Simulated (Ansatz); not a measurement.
A single point on C₂H₆AlBr, SMILES `C[CH2][AlH][Br]`.

```yaml
crystal:
  periodic: [false, false, false]
  atoms:
    - {symbol: C, position_ang: [-1.018207, 0.797542, 0.236552]}
    - {symbol: C, position_ang: [0.060149, -0.183522, 0.689452]}
    - {symbol: Al, position_ang: [1.251468, -0.894030, -0.678503]}
    - {symbol: Br, position_ang: [0.950549, -0.261846, -2.834758]}
    - {symbol: H, position_ang: [-1.684422, 0.349675, -0.504405]}
    - {symbol: H, position_ang: [-1.636725, 1.135266, 1.073004]}
    - {symbol: H, position_ang: [-0.584556, 1.685171, -0.229899]}
    - {symbol: H, position_ang: [0.699160, 0.271304, 1.458882]}
    - {symbol: H, position_ang: [-0.391936, -1.049861, 1.192104]}
    - {symbol: H, position_ang: [2.437519, -1.900800, -0.399427]}
basis:
  gaussian: {orbitals: def2-TZVPP}
hamiltonian: {xc: pbe}
correlation: {method: rpa}
```

```sh
$ ansatz run in.yaml --threads 4 --pin off --events-out ev --progress --plain
```

Shortened log:

```
Functional definition: PBE
1407 factors; integrals over basis functions are off by at most 1.7e-3 eV
mean field evaluation 1: about -78786.9744 eV, gradient 7.5e1 eV
mean field evaluation 2: about -78786.9691 eV, gradient 7.5e1 eV
mean field evaluation 4: about -78798.0856 eV, gradient 2.7e1 eV
mean field evaluation 8: about -78800.5054 eV, gradient 5.1e-1 eV
mean field evaluation 16: about -78800.5062 eV, gradient 1.2e-4 eV
mean field -78800.50622709 eV, -2895.8651909442 hartree, gradient 2.3e-6 eV, S^2 0.000000; 0 other end points of the search recorded, 0 dependent functions left out
16 core orbitals not correlated: weight in the atoms' cores, before any rotation towards them, 1.000 or more for the frozen orbitals, at most 0.000 for the correlated occupied ones
reference -78739.56173169 eV, -2893.6255220479 hartree; 17, 17 occupied and 203, 203 virtual orbitals, 1407 factors
Total energy: -78771.29658821 eV, -2894.7917565143 hartree
```

Hardware: 4 threads of a server CPU on a shared host. Wall time 2.5 s, peak host memory 0.56 GiB.
